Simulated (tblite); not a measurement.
Parent: `[Cl:1][CH2:2][SiH2:3][C:4]1=[CH:5][CH2:6]1` with Cl1–C2–Si3–C4 -64°, C2–Si3–C4–C5 121°, C4H7ClSi.

The geometries are computed with GFN2-xTB (gas phase). One conformer each, not checked by frequencies here.

| coordinate of the parent | value |
| --- | --- |
| Cl1–C2 | 1.788 Å |
| C2–Si3 | 1.915 Å |
| Si3–C4 | 1.852 Å |
| C4=C5 | 1.306 Å |
| C5–C6 | 1.487 Å |
| C4–C6 | 1.521 Å |
| Cl1–C2–Si3 | 109.6° |
| C2–Si3–C4 | 106.7° |
| Si3–C4–C5 | 153.8° |
| Si3–C4–C6 | 143.3° |
| C5–C4–C6 | 62.9° |
| C4–C5–C6 | 65.6° |
| C4–C6–C5 | 51.5° |

How does the shared frame change in `[Cl:1][CH2:2][SiH2:3][C:4]1=[CH:5][C@@H:6]1[CH:7]([Cl:8])[Cl:9]` with Cl1–C2–Si3–C4 -58°, C2–Si3–C4–C5 121°, C5–C6–C7–Cl8 -153°, C5H7Cl3Si? Atoms pair as Cl1 = Cl1, C2 = C2, Si3 = Si3, C4 = C4, C5 = C5, C6 = C6 (parent first).

```json
{"parent": "Cl1–C2", "relative": "Cl1–C2", "value in the relative": "1.788 Å", "change": "0.000"}
{"parent": "C2–Si3", "relative": "C2–Si3", "value in the relative": "1.913 Å", "change": "-0.002"}
{"parent": "Si3–C4", "relative": "Si3–C4", "value in the relative": "1.860 Å", "change": "+0.008"}
{"parent": "C4=C5", "relative": "C4=C5", "value in the relative": "1.306 Å", "change": "0.000"}
{"parent": "C5–C6", "relative": "C5–C6", "value in the relative": "1.490 Å", "change": "+0.003"}
{"parent": "C4–C6", "relative": "C4–C6", "value in the relative": "1.520 Å", "change": "-0.001"}
{"parent": "Cl1–C2–Si3", "relative": "Cl1–C2–Si3", "value in the relative": "108.7°", "change": "-0.9"}
{"parent": "C2–Si3–C4", "relative": "C2–Si3–C4", "value in the relative": "104.7°", "change": "-2.0"}
{"parent": "Si3–C4–C5", "relative": "Si3–C4–C5", "value in the relative": "154.6°", "change": "+0.8"}
{"parent": "Si3–C4–C6", "relative": "Si3–C4–C6", "value in the relative": "141.9°", "change": "-1.4"}
{"parent": "C5–C4–C6", "relative": "C5–C4–C6", "value in the relative": "63.1°", "change": "+0.2"}
{"parent": "C4–C5–C6", "relative": "C4–C5–C6", "value in the relative": "65.5°", "change": "-0.1"}
{"parent": "C4–C6–C5", "relative": "C4–C6–C5", "value in the relative": "51.4°", "change": "-0.1"}
```

Of the parent's bonds, Si3–C4 changes most (+0.008 Å). Bonds of the relative outside the shared frame: C6–C7 1.500, C7–Cl8 1.781, C7–Cl9 1.787 Å. Point group C1 → C1.

How does the shared frame change in `[Cl:1][CH2:2][SiH2:3][C:4]1=[CH:5][C@@H:6]1[Cl:7]` with Cl1–C2–Si3–C4 58°, C2–Si3–C4–C5 -32°, C4H6Cl2Si? Atoms pair as Cl1 = Cl1, C2 = C2, Si3 = Si3, C4 = C4, C5 = C6, C6 = C5 (parent first).

```csv
parent,relative,value in the relative,change
Cl1–C2,Cl1–C2,1.786 Å,-0.002
C2–Si3,C2–Si3,1.914 Å,-0.001
Si3–C4,Si3–C4,1.861 Å,+0.009
C4=C5,C4–C6,1.497 Å,+0.191
C5–C6,C6–C5,1.470 Å,-0.017
C4–C6,C4=C5,1.314 Å,-0.207
Cl1–C2–Si3,Cl1–C2–Si3,109.0°,-0.6
C2–Si3–C4,C2–Si3–C4,106.2°,-0.5
Si3–C4–C5,Si3–C4–C6,144.4°,-9.4
Si3–C4–C6,Si3–C4–C5,152.5°,+9.2
C5–C4–C6,C6–C4–C5,62.7°,-0.2
C4–C5–C6,C4–C6–C5,52.6°,-13.0
C4–C6–C5,C4–C5–C6,64.7°,+13.2
```

Of the parent's bonds, C4–C6 changes most (-0.207 Å). Bonds of the relative outside the shared frame: C6–Cl7 1.786 Å. Point group C1 → C1.

How does the shared frame change in `[CH3:1][O:2][C@H:3]1[CH:4]=[C:5]1[SiH2:6][CH2:7][Cl:8]` with C1–O2–C3–C4 -139°, C4–C5–Si6–C7 -35°, C5–Si6–C7–Cl8 62°, C5H9ClOSi? Atoms pair as Cl1 = Cl8, C2 = C7, Si3 = Si6, C4 = C5, C5 = C3, C6 = C4 (parent first).

```csv
parent,relative,value in the relative,change
Cl1–C2,Cl8–C7,1.786 Å,-0.002
C2–Si3,C7–Si6,1.913 Å,-0.002
Si3–C4,Si6–C5,1.853 Å,+0.001
C4=C5,C5–C3,1.516 Å,+0.210
C5–C6,C3–C4,1.476 Å,-0.011
C4–C6,C5=C4,1.312 Å,-0.209
Cl1–C2–Si3,Cl8–C7–Si6,109.2°,-0.4
C2–Si3–C4,C7–Si6–C5,108.2°,+1.5
Si3–C4–C5,Si6–C5–C3,144.3°,-9.5
Si3–C4–C6,Si6–C5–C4,153.0°,+9.7
C5–C4–C6,C3–C5–C4,62.4°,-0.5
C4–C5–C6,C5–C3–C4,52.0°,-13.6
C4–C6–C5,C5–C4–C3,65.6°,+14.1
```

Of the parent's bonds, C4–C5 and C4–C6 change most and about equally (-0.209 to +0.210 Å). Bonds of the relative outside the shared frame: C1–O2 1.407, O2–C3 1.399 Å. Point group C1 → C1.
